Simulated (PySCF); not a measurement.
One molecule, one basis, several functionals.

Compound: CH9OPSi2.
Cartesian coordinates in Å at the PBE0-D3(BJ)/def2-SVP level; atoms count from 1:
```xyz
14
CH9OPSi2 angstrom
Si    -2.4258    0.6465    0.2801
O     -0.9002    0.2075   -0.2358
C     -0.2060   -0.9030    0.2960
Si     1.5754   -0.8312   -0.3589
P      2.3385    1.2211    0.2058
H     -2.7680    1.8997   -0.4431
H     -2.4259    0.8736    1.7594
H     -3.4231   -0.4243   -0.0342
H     -0.6896   -1.8577    0.0110
H     -0.1818   -0.8772    1.4041
H      2.4041   -1.8694    0.3303
H      1.5923   -1.0958   -1.8300
H      3.5204    1.1260   -0.5921
H      1.5797    1.8670   -0.8161
```

PySCF, pcSseg-1 basis, density fitting, gas phase, PBE0-D3(BJ)/def2-SVP geometry. One functional is left out:

| functional | exact exchange (%) | HOMO energy (eV) | LUMO energy (eV) | dipole moment (D) |
| --- | --- | --- | --- | --- |
| B97-D | 0 | -6.31 | -0.58 | 1.133 |
| BLYP | 0 | -6.18 | -0.60 | 1.088 |
| BP86 | 0 | -6.45 | -0.82 | 1.140 |
| LDA | 0 | -6.41 | -1.05 | 1.143 |
| OPBE | 0 | -6.35 | -0.55 | 1.189 |
| PBE | 0 | -6.35 | -0.78 | 1.122 |
| B3LYP | 20 | -7.23 | -0.07 | 1.183 |
| B97-2 | 21 | -7.23 | 0.15 | 1.229 |
| PBE0 | 25 | -7.46 | 0.11 | 1.236 |
| BHandHLYP | 50 | -8.42 | 1.05 | 1.292 |

Question: Predict the row of mPW1PW91 (25 % exact exchange) by straight lines through the other rows, and check it.

Answer: 
```json
{"property": "HOMO energy (eV)", "line": "-7.40", "computed": "-7.48", "computed − line": "-0.08", "PBE0 (25 %), for comparison": "-7.46"}
{"property": "LUMO energy (eV)", "line": "0.16", "computed": "0.15", "computed − line": "-0.01", "PBE0 (25 %), for comparison": "0.11"}
{"property": "dipole moment (D)", "line": "1.220", "computed": "1.246", "computed − line": "+0.026", "PBE0 (25 %), for comparison": "1.236"}
```

Question: Which of these properties follows the share of exact exchange most closely, and which least?

Answer: Most closely the HOMO energy, least the dipole moment; the correlations over the tabulated rows are HOMO energy -0.995, LUMO energy 0.970, dipole moment 0.899. The HOMO energy moves by -0.422 eV for every 10 %. Functionals with the same share still differ in their other parts: at 0 % BLYP and BP86 differ by 0.27 eV in it.
